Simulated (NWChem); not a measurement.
Program: NWChem. System: CdS, charge 0, spin multiplicity 1, at a geometry optimised with PBE/def2-SVP with def2 effective core potentials on Cd. The structure started from a generated list of species. Level: RHF/def2-TZVP with def2 effective core potentials on Cd.

Job file:

```
start mol
memory heap 200 mb stack 900 mb global 1100 mb
geometry units angstroms nocenter noautoz
  Cd     0.000000     0.000000     0.563960
  S      0.000000     0.000000    -1.691879
  symmetry group C2v
end
basis spherical
  * library def2-tzvp
end
ecp
  Cd library def2-ecp
end
scf
  rhf
  nopen 0
  maxiter 100
  thresh 1e-7
  semidirect memsize 60000000 filesize 0
end
task scf energy
```

Part of the output:

```
             Northwest Computational Chemistry Package (NWChem) 7.3.0
             --------------------------------------------------------

                                NWChem Input Module
                                -------------------

 Scaling coordinates for geometry "geometry" by  1.889725989
 (inverse scale =  0.529177249)

 Turning off AUTOSYM since
 SYMMETRY directive was detected!

                             Geometry "geometry" -> ""
                             -------------------------

 Output coordinates in angstroms (scale by  1.889725989 to convert to a.u.)

  No.       Tag          Charge          X              Y              Z
 ---- ---------------- ---------- -------------- -------------- --------------
    1 Cd                  48.0000     0.00000000     0.00000000     0.56396000
    2 S                   16.0000     0.00000000     0.00000000    -1.69187900

 Effective nuclear repulsion energy (a.u.)     180.1583035100

            Nuclear Dipole moment (a.u.)
            ----------------------------
        X                 Y               Z
 ---------------- ---------------- ----------------
     0.0000000000     0.0000000000     0.0000302356

      Symmetry information
      --------------------

 Group name             C2v
 Group number             16
 Group order               4
 No. of unique centers     2

      Symmetry unique atoms

     1    2


 Summary of "ao basis" -> "" (spherical)
 ------------------------------------------------------------------------------
       Tag                 Description            Shells   Functions and Types
 ---------------- ------------------------------  ------  ---------------------
 *                         def2-tzvp                  on all atoms

 Summary of "ao basis" -> "ao basis" (spherical)
 ------------------------------------------------------------------------------
       Tag                 Description            Shells   Functions and Types
 ---------------- ------------------------------  ------  ---------------------
 Cd                        def2-tzvp                14       40   6s4p3d1f
 S                         def2-tzvp                13       37   5s5p2d1f

                                 NWChem SCF Module
                                 -----------------

  ao basis        = "ao basis"
  functions       =    77
  atoms           =     2
  closed shells   =    18
  open shells     =     0
  charge          =   0.00
  wavefunction    = RHF
  use symmetry    = T
  symmetry adapt  = T

 Summary of "ao basis" -> "ao basis" (spherical)
 ------------------------------------------------------------------------------
       Tag                 Description            Shells   Functions and Types
 ---------------- ------------------------------  ------  ---------------------
 Cd                        def2-tzvp                14       40   6s4p3d1f
 S                         def2-tzvp                13       37   5s5p2d1f

      Symmetry analysis of basis
      --------------------------

        a1         34
        a2          7
        b1         18
        b2         18

 Forming initial guess at       0.1s

      Superposition of Atomic Density Guess
      -------------------------------------

 Sum of atomic energies:        -589.39439767

      Non-variational initial energy
      ------------------------------

 Total energy =    -564.449946
 1-e energy   =    -996.573763
 2-e energy   =     357.057857
 HOMO         =      -0.305088
 LUMO         =      -0.140212

      Symmetry analysis of molecular orbitals - initial
      -------------------------------------------------

 !! scf_movecs_sym_adapt:   50 vectors were symmetry contaminated

  Symmetry fudging

 !! scf_movecs_sym_adapt:   48 vectors were symmetry contaminated

  Numbering of irreducible representations:

     1 a1          2 a2          3 b1          4 b2

  Orbital symmetries:

     1 a1          2 a1          3 a1          4 b1          5 b2
     6 a1          7 a1          8 b1          9 b2         10 a1
    11 b2         12 b1         13 a1         14 a2         15 a1
    16 a1         17 b1         18 b2         19 a1         20 b2
    21 b1         22 a1         23 a1         24 b1         25 b2
    26 a1         27 a1         28 b1

 Starting SCF solution at       1.2s

 ----------------------------------------------
         Quadratically convergent ROHF

 Convergence threshold     :          1.000E-07
 Maximum no. of iterations :          100
 Final Fock-matrix accuracy:          1.000E-09
 ----------------------------------------------

              iter       energy          gnorm     gmax       time
             ----- ------------------- --------- --------- --------
                 1     -564.2893288483  8.78D-01  2.89D-01      1.2
                 2     -564.3584729857  1.85D-01  6.45D-02      1.3
                 3     -564.3620032969  7.77D-03  2.76D-03      1.3
                 4     -564.3620154474  2.97D-05  8.30D-06      1.4
                 5     -564.3620154474  6.55D-09  1.95D-09      1.5

       Final RHF  results
       ------------------

         Total SCF energy =   -564.362015447437
      One-electron energy =   -997.002150706583
      Two-electron energy =    357.574175463299
 Nuclear repulsion energy =     75.065959795847

        Time for solution =      0.3s

       Symmetry analysis of molecular orbitals - final
       -----------------------------------------------

  Numbering of irreducible representations:

     1 a1          2 a2          3 b1          4 b2

  Orbital symmetries:

     1 a1          2 a1          3 a1          4 b2          5 b1
     6 a1          7 a1          8 b1          9 b2         10 a1
    11 b2         12 b1         13 a1         14 a2         15 a1
    16 a1         17 b1         18 b2         19 a1         20 b1
    21 b2         22 a1         23 a1         24 b2         25 b1
    26 a1         27 a1         28 b1

             Final eigenvalues
             -----------------

              1
    1  -91.8954
    2   -8.8976
    3   -6.5787
    4   -6.5763
    5   -6.5763
    6   -4.8785
    7   -3.2480
    8   -3.2441
    9   -3.2441
   10   -0.8647
   11   -0.7988
   12   -0.7988
   13   -0.7924
   14   -0.7924
   15   -0.7588
   16   -0.3563
   17   -0.3128
   18   -0.3128
   19   -0.0526
   20    0.0542
   21    0.0542
   22    0.1373
   23    0.1989
   24    0.3148
   25    0.3148
   26    0.3760
   27    0.4588
   28    0.5031

                       ROHF Final Molecular Orbital Analysis
                       -------------------------------------

 Vector   16  Occ=2.000000D+00  E=-3.563088D-01  Symmetry=a1
              MO Center=  1.2D-15, -7.1D-16, -6.6D-01, r^2= 3.2D+00
   Bfn.  Coefficient  Atom+Function         Bfn.  Coefficient  Atom+Function
  ----- ------------  ---------------      ----- ------------  ---------------
     5      0.544059  1 Cd s                 57      0.336395  2 S  pz
     3     -0.317483  1 Cd s                 60      0.227505  2 S  pz
     6      0.200190  1 Cd s                  4     -0.195854  1 Cd s
     2      0.185894  1 Cd s                 44     -0.170853  2 S  s
    45     -0.153311  2 S  s

 Vector   17  Occ=2.000000D+00  E=-3.127858D-01  Symmetry=b1
              MO Center= -2.7D-16,  3.1D-31, -1.5D+00, r^2= 1.9D+00
   Bfn.  Coefficient  Atom+Function         Bfn.  Coefficient  Atom+Function
  ----- ------------  ---------------      ----- ------------  ---------------
    55      0.486026  2 S  px                58      0.395033  2 S  px
    52      0.222095  2 S  px                46     -0.176201  2 S  px

 Vector   18  Occ=2.000000D+00  E=-3.127858D-01  Symmetry=b2
              MO Center= -3.3D-29, -2.2D-15, -1.5D+00, r^2= 1.9D+00
   Bfn.  Coefficient  Atom+Function         Bfn.  Coefficient  Atom+Function
  ----- ------------  ---------------      ----- ------------  ---------------
    56      0.486026  2 S  py                59      0.395033  2 S  py
    53      0.222095  2 S  py                47     -0.176201  2 S  py

 Vector   19  Occ=0.000000D+00  E=-5.259922D-02  Symmetry=a1
              MO Center= -5.6D-15, -4.5D-15,  8.3D-01, r^2= 5.3D+00
   Bfn.  Coefficient  Atom+Function         Bfn.  Coefficient  Atom+Function
  ----- ------------  ---------------      ----- ------------  ---------------
     6      0.651158  1 Cd s                 18      0.392151  1 Cd pz
    60     -0.313911  2 S  pz                57     -0.267349  2 S  pz
     9     -0.164701  1 Cd pz                15      0.165015  1 Cd pz
     5      0.154488  1 Cd s

 Vector   20  Occ=0.000000D+00  E= 5.416213D-02  Symmetry=b1
              MO Center= -5.7D-15, -1.1D-29,  6.7D-01, r^2= 6.6D+00
   Bfn.  Coefficient  Atom+Function         Bfn.  Coefficient  Atom+Function
  ----- ------------  ---------------      ----- ------------  ---------------
    16      1.005819  1 Cd px                58     -0.374739  2 S  px

 Vector   21  Occ=0.000000D+00  E= 5.416213D-02  Symmetry=b2
              MO Center= -9.7D-30, -4.6D-15,  6.7D-01, r^2= 6.6D+00
   Bfn.  Coefficient  Atom+Function         Bfn.  Coefficient  Atom+Function
  ----- ------------  ---------------      ----- ------------  ---------------
    17      1.005819  1 Cd py                59     -0.374739  2 S  py

 center of mass
 --------------
 x =   0.00000000 y =   0.00000000 z =   0.13141163

 moments of inertia (a.u.)
 ------------------
         453.669115511341           0.000000000000           0.000000000000
           0.000000000000         453.669115511341           0.000000000000
           0.000000000000           0.000000000000           0.000000000000

  Mulliken analysis of the total density
  --------------------------------------

    Atom       Charge   Shell Charges
 -----------   ------   -------------------------------------------------------
    1 Cd  20    19.32   0.04 -0.43  1.60  0.79  0.76  0.26  5.18  0.81  0.18  0.15  6.00  3.28  0.71  0.00
    2 S   16    16.68   2.01  0.49  1.48  1.06  0.91  4.17  1.70  0.84  2.27  1.72  0.01  0.03  0.00

       Multipole analysis of the density wrt the origin
       ------------------------------------------------

     L   x y z        total         open         nuclear
     -   - - -        -----         ----         -------
     0   0 0 0     -0.000000      0.000000     36.000000

     1   1 0 0     -0.000000      0.000000      0.000000
     1   0 1 0      0.000000      0.000000      0.000000
     1   0 0 1      2.986187      0.000000    -29.840406

     2   2 0 0    -26.053882      0.000000      0.000000
     2   1 1 0      0.000000      0.000000      0.000000
     2   1 0 1      0.000000      0.000000      0.000000
     2   0 2 0    -26.053882      0.000000      0.000000
     2   0 1 1     -0.000000      0.000000      0.000000
     2   0 0 2    -26.037978      0.000000    186.267752

 Task  times  cpu:        1.5s     wall:        1.5s

 Total times  cpu:        1.6s     wall:        1.6s
```
